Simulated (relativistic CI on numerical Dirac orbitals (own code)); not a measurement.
V4+ in a cubic cluster: 3s photoemission with charge transfer

Computed with a charge-transfer multiplet model of a cubic metal-ligand cluster with up to 2 ligand holes, Slater and spin-orbit integrals from Dirac-Coulomb-Breit ions, Slater integrals scaled by 0.8. The ground state mixes d1 with configurations of k ligand holes L, whose averages lie at kΔ + k(k − 1)U_dd/2; a core hole lowers each added d electron by U_cd. 300 K, Lorentzian 1.4 eV and Gaussian 0.8 eV FWHM.

Atomic integrals in eV (Slater integrals scaled, ζ unscaled), ground: F2dd 8.057, F4dd 5.049, zeta_d 0.029; with the core hole: F2dd 8.057, F4dd 5.049, zeta_d 0.035, G2cd 9.386. Where a configuration has fewer than two d electrons, the dd integrals are those of d2.

Cluster parameters (eV): Δ = 2.9, U_dd = 6.2, 10Dq = 2.1, 10Dq(ligand) = 1.5, V(eg) = 3.05, V(t2g) = -1.33, final-state hopping factor = 1.

```
         Case   n_d    d1   d2L  d3L2     S
U_cd = 5.2 eV  1.69  0.41  0.49  0.10  0.50
U_cd = 6.4 eV  1.69  0.41  0.49  0.10  0.50
  U_cd = 7 eV  1.69  0.41  0.49  0.10  0.50
U_cd = 7.6 eV  1.69  0.41  0.49  0.10  0.50
U_cd = 8.2 eV  1.69  0.41  0.49  0.10  0.50
```

Weights, n_d and S are thermal averages at 300 K. Binding energies count from the first peak over 30 % of the highest in each spectrum, which can be another peak from case to case. The parameters are a model scan and need not match a compound or its usual spin state. Peaks in eV (height, largest 100):
- U_cd = 5.2 eV: 0.0 (100), 3.8 (38), 13.0 (6)
- U_cd = 6.4 eV: 0.0 (100), 3.7 (38), 13.6 (9)
- U_cd = 7 eV: 0.0 (100), 3.8 (38), 13.8 (11)
- U_cd = 7.6 eV: 0.0 (100), 3.7 (38), 14.0 (13), 17.5 (6)
- U_cd = 8.2 eV: 0.0 (100), 3.7 (38), 14.1 (15), 17.8 (7)

Curve for U_cd = 6.4 eV (points under 2 left out, the grid thinned):

| E (eV) | Intensity |
| --- | --- |
| -3.6 | 4.9 |
| -3.1 | 6.5 |
| -2.6 | 9.1 |
| -2.1 | 13.7 |
| -1.6 | 22.5 |
| -1.1 | 41.1 |
| -0.6 | 74.4 |
| -0.1 | 99.9 |
| 0.4 | 82.5 |
| 0.9 | 48.5 |
| 1.4 | 28.4 |
| 2.0 | 19.9 |
| 2.5 | 20.6 |
| 3.0 | 27.8 |
| 3.5 | 36.8 |
| 4.0 | 34.9 |
| 4.5 | 23.4 |
| 5.0 | 15.0 |
| 5.5 | 11.7 |
| 6.0 | 10.7 |
| 6.5 | 10.6 |
| 7.0 | 10.2 |
| 7.5 | 9.0 |
| 8.0 | 8.0 |
| 8.5 | 7.6 |
| 9.0 | 7.3 |
| 9.5 | 6.8 |
| 10.0 | 6.0 |
| 10.5 | 5.3 |
| 11.0 | 4.7 |
| 11.5 | 4.3 |
| 12.0 | 4.8 |
| 12.5 | 6.1 |
| 13.0 | 7.9 |
| 13.6 | 9.2 |
| 14.1 | 7.9 |
| 14.6 | 5.8 |
| 15.1 | 4.3 |
| 15.6 | 3.7 |
| 16.1 | 3.8 |
| 16.6 | 4.2 |
| 17.1 | 4.1 |
| 17.6 | 3.6 |
| 18.1 | 2.8 |
| 18.6 | 2.1 |

For the case U_cd = 7 eV, Δ = 2.9 eV is smaller than U_dd = 6.2 eV, the charge-transfer side of the Zaanen-Sawatzky-Allen scheme. With the core hole the configuration with one ligand hole lies at Δ − U_cd = -2.3, -3.5, -4.1, -4.7, -5.3 eV from the one without, in the order of the table; where this is negative the screened configuration lies lower, though the effective hopping of about 6.4 eV (from the holes of the mixed ground state) mixes the two strongly wherever it is as large as the gap.

With at most 2 ligand holes the space is cut while the next configuration still counts, so covalency is underestimated, and a final configuration with one more ligand hole, which can lie low, is missing from the spectra.

Without intra-shell correlation the exchange splitting of the 3s hole comes out too large.
